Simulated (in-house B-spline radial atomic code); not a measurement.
Mo⁶⁺. Computed with a B-spline radial atomic code. Model: all-electron spherical atom, spin shells full or empty, radial basis limit, no spin-orbit coupling, Breit or QED, empty-state partial waves extrapolated as (l+1/2)^-4, RPA, G0W0 and static COHSEX of the highest shell as one setting changes (uncorrelated shells keep exact exchange).

Empty levels are discrete states of a finite basis, so the steps are uneven.

Given: element Mo; charge 6; filled core Ar; hamiltonian one-electron scalar X2C; mean-field start PBE; highest l of empty states 9; nuclear rms radius 4.4091 fm; lowest nl shells left uncorrelated 6; highest mean-field shell 4p; box radius 9.29 bohr.

Shell: 3d 5 5, 4s 1 1, 4p 3 3 (electrons up and down).

```
highest empty level kept (hartree)  RPA correlation energy (hartree)  G0W0 level (eV)  G0W0 minus most complete (meV)  COHSEX level (eV)  linearised minus solved G0W0 (meV)
                             16.33                          -0.40334          -126.22                           175.3            -128.95                               -12.9
                             32.67                                 ?                ?                               ?                  ?                                   ?
                             57.17                          -0.42834          -126.38                            19.9            -129.39                               -13.4
                                98                          -0.43045          -126.39                             6.9            -129.43                               -13.4
                            163.33                          -0.43108          -126.39                               3            -129.45                               -13.4
                               294                          -0.43135           -126.4                             1.3            -129.46                               -13.4
                               490                          -0.43146           -126.4                             0.6            -129.46                               -13.4
                               980                                 ?                ?                               ?                  ?                                   ?
                              1960                          -0.43154           -126.4                             0.1            -129.46                               -13.4
                            4083.3                          -0.43155           -126.4                               0            -129.46                               -13.4
                              9800                          -0.43155           -126.4                               0            -129.46                               -13.4
                             32667                          -0.43155           -126.4                               0            -129.46                               -13.4
```

Problem. What follows for highest empty level kept = 32.67?

Solution. RPA correlation energy -0.42095 hartree; G0W0 level -126.33 eV; G0W0 minus most complete 66.5 meV; COHSEX level -129.26 eV; linearised minus solved G0W0 -13.2 meV.

Problem. What follows for highest empty level kept = 980?

Solution. RPA correlation energy -0.43153 hartree; G0W0 level -126.4 eV; G0W0 minus most complete 0.1 meV; COHSEX level -129.46 eV; linearised minus solved G0W0 -13.4 meV.
